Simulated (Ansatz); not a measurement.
System: SiBr, charge 1, multiplicity 1. 
Geometry from a B3LYP-D3(BJ)/def2-TZVP (Ansatz, a first-principles code) optimisation:
```
Si
Br 1 2.1224
```
Charge +1, spin multiplicity 1.

Basis-set convergence of Hartree-Fock and MP2 correlation energies (hartree) with Ansatz. Valence correlation only, unless marked. No spin-orbit coupling. The frozen core is the preceding noble-gas configuration, with the filled d and f shells of earlier blocks. No relativistic terms.

```json
[
 {"basis": "def2-SVPD", "functions": "65", "E(HF)": "-2860.67069", "E(corr, MP2)": "-0.18553"},
 {"basis": "def2-TZVPPD", "functions": "105", "E(HF)": "-2861.08626", "E(corr, MP2)": "-0.23102"},
 {"basis": "def2-QZVPPD", "functions": "174", "E(HF)": "-2861.14339", "E(corr, MP2)": "-0.25305"}
]
```

Extrapolating the two largest sets (X = 3 and 4) as X^-3: E(corr) = (64·(-0.25305) - 27·(-0.23102))/37 = -0.2691 Eh, an estimate of the basis-set limit. The largest set recovers 94.0 % of it, the smallest 68.9 %.
